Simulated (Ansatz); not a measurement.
Program: Ansatz. Geometries: PBE0-D4/def2-TZVP. ΔE: electronic, gas phase. CCSD(T)/CBS is the MP2 limit (def2-TZVPP, def2-QZVPP) plus CCSD(T) − MP2 in def2-TZVPP, frozen cores. This one scheme is used for every species. Functionals use def2-TZVPP. B3LYP here is the variant with VWN-RPA as its local correlation; programs differ in this. For Ge outer-core shells are correlated without core-valence functions, which leaves a few kJ/mol of doubt a bond. Scalar relativity is left out up to krypton. One conformer a species, not always the lowest.

Consider the ligand exchange at a Ge–C bond: `C[CH2][GeH]([F])[Cl]` + H–F → `[F][GeH]([F])[Cl]` + ethane.

(1) Is it downhill or uphill in electronic energy at CCSD(T)/CBS, and by how much? (Estimate.)

(2) What do these levels give: PBE0-D4, B3LYP-D4, ωB97X-V, PBE, r2SCAN, PBE0, MP2/def2-TZVPP, SCS-MP2/def2-TZVPP, CCSD/def2-TZVPP, CCSD(T)/def2-TZVPP, HF/CBS(def2), MP2/CBS(def2)? (An estimate is asked.)

Largest T1 diagnostic among the species: 0.012.

Answers

(1) Ansatz gave: Downhill: ΔE = -0.60 eV.

(2) Ansatz gave: PBE0-D4 -0.64, B3LYP-D4 -0.73, ωB97X-V -0.75, PBE -0.72, r2SCAN -0.79, PBE0 -0.70, MP2/def2-TZVPP -0.63, SCS-MP2/def2-TZVPP -0.72, CCSD/def2-TZVPP -0.69, CCSD(T)/def2-TZVPP -0.67, HF/CBS(def2) -0.99, MP2/CBS(def2) -0.56 eV.

In def2-TZVPP, CCSD(T) changes the Hartree–Fock value by +0.29 eV (the triples alone add +0.03 eV) and MP2 by +0.33 eV. The D4 term adds +0.11 eV with B3LYP and +0.06 eV with PBE0; it sums over pairs of atoms, weighted by their polarisabilities, and B3LYP, whose exchange is more repulsive, gets the larger term.
